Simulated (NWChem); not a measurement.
CH$_{5}$AlO; SMILES C[O][AlH2]

```xyz
8

Al    -0.0605    -1.2137     0.0000
H      1.1191    -2.2649     0.0000
H     -1.6056    -1.5840     0.0000
O      0.4040     0.4189     0.0000
C     -0.1660     1.6838     0.0000
H     -1.2728     1.6609     0.0000
H      0.1550     2.2561     0.8887
H      0.1550     2.2561    -0.8887
```
Atoms are numbered in this order, from 1.

Program: NWChem. All runs use the structure optimised with PBE0/def2-SVP. B3LYP is NWChem's, with the RPA form of VWN correlation.

For level B3LYP/def2-SVP:

| Item | Result |
|---|---|
| highest occupied level (eV) | -7.63 |
| orbital gap (eV) | 6.57 |

**Question.** What are these values for level RPBE/def2-SVP?

**Answer.** The highest occupied level (eV) comes out as -6.37 and the orbital gap (eV) comes out as 4.81.
